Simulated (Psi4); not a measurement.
Input file for Psi4: SAPT0/jun-cc-pV(D+d)Z on C2H6N2O (a complex), monomers drawn apart or pushed together.

```
memory 2025 MB

molecule dimer {
0 1
N     1.14415365    0.98749963   -0.19306015
N     0.77129285    0.24647173    0.51469045
--
0 1
C    -1.67006494    0.27137508    4.61663523
C    -0.21514706   -0.09136650    4.86531019
O     0.13603554   -1.36254022    4.33030713
H    -1.91532040    1.22869268    5.08305337
H    -2.33012171   -0.49425776    5.02701632
H    -1.87428540    0.35925667    3.54633907
H     0.44414037    0.69060001    4.46657836
H    -0.01961127   -0.16299424    5.93625862
H     0.03518168   -1.32361264    3.37312673
units angstrom
symmetry c1
no_reorient
no_com
}

set {
  basis jun-cc-pV(D+d)Z
  scf_type df
  freeze_core true
}

energy('sapt0')
```

Output:

```
[...]
==> Input File <==

--------------------------------------------------------------------------
memory 2025 MB

molecule dimer {
0 1
N     1.14415365    0.98749963   -0.19306015
N     0.77129285    0.24647173    0.51469045
--
0 1
C    -1.67006494    0.27137508    4.61663523
C    -0.21514706   -0.09136650    4.86531019
O     0.13603554   -1.36254022    4.33030713
H    -1.91532040    1.22869268    5.08305337
H    -2.33012171   -0.49425776    5.02701632
H    -1.87428540    0.35925667    3.54633907
H     0.44414037    0.69060001    4.46657836
H    -0.01961127   -0.16299424    5.93625862
H     0.03518168   -1.32361264    3.37312673
units angstrom
symmetry c1
no_reorient
no_com
}

set {
  basis jun-cc-pV(D+d)Z
  scf_type df
  freeze_core true
}

energy('sapt0')
--------------------------------------------------------------------------


   => Loading Basis Set <=

    Name: JUN-CC-PV(D+D)Z
    Role: ORBITAL
    Keyword: BASIS
    atoms 1-2  entry N          line   222 file jun-cc-pv_dpd_z.gbs
    atoms 3-4  entry C          line   188 file jun-cc-pv_dpd_z.gbs
    atoms 5    entry O          line   256 file jun-cc-pv_dpd_z.gbs
    atoms 6-11 entry H          line    60 file jun-cc-pv_dpd_z.gbs

   => Loading Basis Set <=

    Name: JUN-CC-PV(D+D)Z
    Role: ORBITAL
    Keyword: BASIS
    atoms 1-2  entry N          line   222 file jun-cc-pv_dpd_z.gbs
    atoms 3-4  entry C          line   188 file jun-cc-pv_dpd_z.gbs
    atoms 5    entry O          line   256 file jun-cc-pv_dpd_z.gbs
    atoms 6-11 entry H          line    60 file jun-cc-pv_dpd_z.gbs


  //>>>>>>>>>>>>>>>>>>>>>>>>>>>>>>>>>>>//
  //              Dimer HF             //
  //<<<<<<<<<<<<<<<<<<<<<<<<<<<<<<<<<<<//

   => Libint2 <=

    Primary   basis highest AM E, G, H:  7, 6, 3
    Auxiliary basis highest AM E, G, H:  7, 7, 4
    Onebody   basis highest AM E, G, H:  -, -, -
    Solid Harmonics ordering:            Gaussian


   => Loading Basis Set <=

    Name: JUN-CC-PV(D+D)Z
    Role: ORBITAL
    Keyword: BASIS
    atoms 1-2  entry N          line   222 file jun-cc-pv_dpd_z.gbs
    atoms 3-4  entry C          line   188 file jun-cc-pv_dpd_z.gbs
    atoms 5    entry O          line   256 file jun-cc-pv_dpd_z.gbs
    atoms 6-11 entry H          line    60 file jun-cc-pv_dpd_z.gbs


         ---------------------------------------------------------
                                   SCF
               by Justin Turney, Rob Parrish, Andy Simmonett
                          and Daniel G. A. Smith
                              RHF Reference
                        1 Threads,   1931 MiB Core
         ---------------------------------------------------------

  ==> Geometry <==

    Molecular point group: c1
    Full point group: C1

    Geometry (in Angstrom), charge = 0, multiplicity = 1:

       Center              X                  Y                   Z               Mass
    ------------   -----------------  -----------------  -----------------  -----------------
         N            1.144153650000     0.987499630000    -0.193060150000    14.003074004430
         N            0.771292850000     0.246471730000     0.514690450000    14.003074004430
         C           -1.670064940000     0.271375080000     4.616635230000    12.000000000000
         C           -0.215147060000    -0.091366500000     4.865310190000    12.000000000000
         O            0.136035540000    -1.362540220000     4.330307130000    15.994914619570
         H           -1.915320400000     1.228692680000     5.083053370000     1.007825032230
         H           -2.330121710000    -0.494257760000     5.027016320000     1.007825032230
         H           -1.874285400000     0.359256670000     3.546339070000     1.007825032230
         H            0.444140370000     0.690600010000     4.466578360000     1.007825032230
         H           -0.019611270000    -0.162994240000     5.936258620000     1.007825032230
         H            0.035181680000    -1.323612640000     3.373126730000     1.007825032230

  Running in c1 symmetry.

  Rotational constants: A =      0.16797  B =      0.01621  C =      0.01595 [cm^-1]
  Rotational constants: A =   5035.64055  B =    485.98023  C =    478.25562 [MHz]
  Nuclear repulsion =  145.086019696647952

  Charge       = 0
  Multiplicity = 1
  Electrons    = 40
  Nalpha       = 20
  Nbeta        = 20

  ==> Algorithm <==

  SCF Algorithm Type is DF.
  DIIS enabled.
  MOM disabled.
  Fractional occupation disabled.
  Guess Type is SAD.
  Energy threshold   = 1.00e-08
  Density threshold  = 1.00e-08
  Integral threshold = 1.00e-12

  ==> Primary Basis <==

  Basis Set: JUN-CC-PV(D+D)Z
    Blend: JUN-CC-PV(D+D)Z
    Number of shells: 58
    Number of basis functions: 120
    Number of Cartesian functions: 125
    Spherical Harmonics?: true
    Max angular momentum: 2

   => Loading Basis Set <=

    Name: (JUN-CC-PV(D+D)Z AUX)
    Role: JKFIT
    Keyword: DF_BASIS_SCF
    atoms 1-2  entry N          line   202 file jun-cc-pvdz-jkfit.gbs
 
[...]
  NB   [    13 ]

  @DF-RHF Final Energy:  -154.09951334915812

   => Energetics <=

    Nuclear Repulsion Energy =             81.6482366326464017
    One-Electron Energy =                -371.0669897838158136
    Two-Electron Energy =                 135.3192398020113103
    Total Energy =                       -154.0995133491581157

Computation Completed


Properties will be evaluated at   0.000000,   0.000000,   0.000000 [a0]

Properties computed using the SCF density matrix


 Multipole Moments:

 ------------------------------------------------------------------------------------
     Multipole            Electronic (a.u.)      Nuclear  (a.u.)        Total (a.u.)
 ------------------------------------------------------------------------------------

 L = 1.  Multiply by 2.5417464519 to convert [e a0] to [Debye]
 Dipole X            :         29.7382977          -30.0145284           -0.2762307
 Dipole Y            :         18.6350883          -17.9950787            0.6400096
 Dipole Z            :       -225.1656965          224.8141069           -0.3515895
 Magnitude           :                                                    0.7807246

 ------------------------------------------------------------------------------------

  Constructing Basis Sets for SAPT...

   => Loading Basis Set <=

    Name: (JUN-CC-PV(D+D)Z AUX)
    Role: RIFIT
    Keyword: DF_BASIS_SAPT
    atoms 1-2  entry N          line   144 file jun-cc-pvdz-ri.gbs
    atoms 3-4  entry C          line   100 file jun-cc-pvdz-ri.gbs
    atoms 5    entry O          line   188 file jun-cc-pvdz-ri.gbs
    atoms 6-11 entry H          line    30 file jun-cc-pvdz-ri.gbs

   => Loading Basis Set <=

    Name: (JUN-CC-PV(D+D)Z AUX)
    Role: JKFIT
    Keyword: DF_BASIS_ELST
    atoms 1-2  entry N          line   202 file jun-cc-pvdz-jkfit.gbs
    atoms 3-4  entry C          line   146 file jun-cc-pvdz-jkfit.gbs
    atoms 5    entry O          line   258 file jun-cc-pvdz-jkfit.gbs
    atoms 6-11 entry H          line    70 file jun-cc-pvdz-jkfit.gbs


  //>>>>>>>>>>>>>>>>>>>>>>>>>>>>>>>>>>>//
  //               SAPT0               //
  //<<<<<<<<<<<<<<<<<<<<<<<<<<<<<<<<<<<//



        SAPT0
    Ed Hohenstein
     6 June 2009

      Orbital Information
  --------------------------
    NSO        =       120
    NMO        =       120
    NRI        =       409
    NRI (Elst) =       533
    NOCC A     =         7
    NOCC B     =        13
    FOCC A     =         2
    FOCC B     =         3
    NVIR A     =       113
    NVIR B     =       107

    Elst10,r            =    -0.000453206138 [Eh]
    Exch10              =     0.000091828074 [Eh]
    Exch10 (S^2)        =     0.000091819462 [Eh]

    Maxiter = 50
    CPHF R converge = 1.000000E-08

    Iter     Energy [mEh]          dE [mEh]         Residual      Time [s]
       1      -0.04617972       0.046179722     3.349027e-03             0
       2      -0.04183281      -0.004346909     6.695909e-04             0
       3      -0.04828429       0.006451475     1.181946e-04             0
       4      -0.04824712      -0.000037169     3.989172e-05             0
       5      -0.04816058      -0.000086542     1.252721e-05             0
       6      -0.04819036       0.000029783     3.775231e-06             0
       7      -0.04819035      -0.000000014     1.763294e-06             0
       8      -0.04818811      -0.000002234     5.742223e-07             1
       9      -0.04818893       0.000000816     1.783585e-07             1
      10      -0.04818880      -0.000000129     3.460246e-08             1
      11      -0.04818880       0.000000003     4.093030e-09             1

    CHF Iterations converged

    Maxiter = 50
    CPHF R converge = 1.000000E-08

    Iter     Energy [mEh]          dE [mEh]         Residual      Time [s]
       1      -0.00698068       0.006980684     3.796542e-04             0
       2      -0.00800878       0.001028099     1.456450e-04             0
       3      -0.00812965       0.000120868     4.950991e-05             0
       4      -0.00809608      -0.000033569     1.462933e-05             0
       5      -0.00807825      -0.000017829     2.400712e-06             0
       6      -0.00808097       0.000002719     7.192195e-07             0
       7      -0.00808115       0.000000176     2.050766e-07             0
       8      -0.00808097      -0.000000173     4.901788e-08             0
       9      -0.00808098       0.000000008     1.420264e-08             0
      10      -0.00808099       0.000000007     4.438999e-09             0

    CHF Iterations converged

    Ind20,r (A<-B)      =    -0.000048188801 [Eh]
    Ind20,r (B<-A)      =    -0.000008080989 [Eh]
    Ind20,r             =    -0.000056269790 [Eh]
    Exch-Ind20,r (A<-B) =     0.000004106203 [Eh]
    Exch-Ind20,r (B<-A) =     0.000005064777 [Eh]
    Exch-Ind20,r        =     0.000009170979 [Eh]
    Disp20              =    -0.000459416210 [Eh]
    Disp20 (SS)         =    -0.000229708105 [Eh]
    Disp20 (OS)         =    -0.000229708105 [Eh]
    Exch-Disp20         =     0.000006090603 [Eh]
    Exch-Disp20 (SS)    =     0.000003528543 [Eh]
    Exch-Disp20 (OS)    =     0.000002562060 [Eh]

    SAPT Results
  --------------------------------------------------------------------------------------------------------
    Electrostatics                 -0.45320614 [mEh]      -0.28439115 [kcal/mol]      -1.18989255 [kJ/mol]
      Elst10,r                     -0.45320614 [mEh]      -0.28439115 [kcal/mol]      -1.18989255 [kJ/mol]

    Exchange                        0.09182807 [mEh]       0.05762299 [kcal/mol]       0.24109458 [kJ/mol]
      Exch10                        0.09182807 [mEh]       0.05762299 [kcal/mol]       0.24109458 [kJ/mol]
      Exch10(S^2)                   0.09181946 [mEh]       0.05761758 [kcal/mol]       0.24107196 [kJ/mol]

    Induction                      -0.05342181 [mEh]      -0.03352269 [kcal/mol]      -0.14025894 [kJ/mol]
      Ind20,r                      -0.05626979 [mEh]      -0.03530983 [kcal/mol]      -0.14773631 [kJ/mol]
      Exch-Ind20,r                  0.00917098 [mEh]       0.00575488 [kcal/mol]       0.02407840 [kJ/mol]
      delta HF,r (2)               -0.00632300 [mEh]      -0.00396774 [kcal/mol]      -0.01660103 [kJ/mol]

    Dispersion                     -0.45332561 [mEh]      -0.28446611 [kcal/mol]      -1.19020622 [kJ/mol]
      Disp20                       -0.45941621 [mEh]      -0.28828802 [kcal/mol]      -1.20619709 [kJ/mol]
      Exch-Disp20                   0.00609060 [mEh]       0.00382191 [kcal/mol]       0.01599088 [kJ/mol]
      Disp20 (SS)                  -0.22970811 [mEh]      -0.14414401 [kcal/mol]      -0.60309855 [kJ/mol]
      Disp20 (OS)                  -0.22970811 [mEh]      -0.14414401 [kcal/mol]      -0.60309855 [kJ/mol]
      Exch-Disp20 (SS)              0.00352854 [mEh]       0.00221419 [kcal/mol]       0.00926419 [kJ/mol]
      Exch-Disp20 (OS)              0.00256206 [mEh]       0.00160772 [kcal/mol]       0.00672669 [kJ/mol]

  Total HF                         -0.41479987 [mEh]      -0.26029085 [kcal/mol]      -1.08905692 [kJ/mol]
  Total SAPT0                      -0.86812548 [mEh]      -0.54475696 [kcal/mol]      -2.27926314 [kJ/mol]

  Special recipe for scaled SAPT0 (see Manual):
    Electrostatics sSAPT0          -0.45320614 [mEh]      -0.28439115 [kcal/mol]      -1.18989255 [kJ/mol]
    Exchange sSAPT0                 0.09182807 [mEh]       0.05762299 [kcal/mol]       0.24109458 [kJ/mol]
    Induction sSAPT0               -0.05341923 [mEh]      -0.03352107 [kcal/mol]      -0.14025217 [kJ/mol]
    Dispersion sSAPT0              -0.45332389 [mEh]      -0.28446504 [kcal/mol]      -1.19020172 [kJ/mol]
  Total sSAPT0                     -0.86812119 [mEh]      -0.54475427 [kcal/mol]      -2.27925186 [kJ/mol]
  --------------------------------------------------------------------------------------------------------



*** Psi4 exiting successfully. Buy a developer a beer!
```

The run finished.

Cost: very roughly 14 core-seconds.
